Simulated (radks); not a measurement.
Coulomb parameter of the 4d shell of the rhodium ion Rh+ in the model configuration [Kr] 4d7 5p1, as a second difference U = [E(n + 1) + E(n - 1) - 2 E(n)] / (1)^2 with all orbitals relaxed. "Bare": the charge of the atom changes with n. "Screened": the 5p shell takes up the change at fixed total charge, which measures U(4d,4d) + U(5p,5p) - 2 U(4d,5p). Method: Dirac Kohn-Sham, PBE, spin-unpolarised, spherical densities, point nucleus; open shells are shared between the two j in proportion to 2j + 1; computed with a radial shooting solver on a logarithmic mesh with Libxc functionals.

\begin{tabular}{lrr}
case & configuration & E - E(n) (eV) \\ \hline
start & [Kr] 4d7 5p1 & 0.000 \\
bare +1 & [Kr] 4d8 5p1 & -12.601 \\
bare -1 & [Kr] 4d6 5p1 & 24.129 \\
screened +1 & [Kr] 4d8 & -8.739 \\
screened -1 & [Kr] 4d6 5p2 & 11.681 \\
\end{tabular}

U(bare) = 11.529 eV, U(screened by 5p) = 2.942 eV.
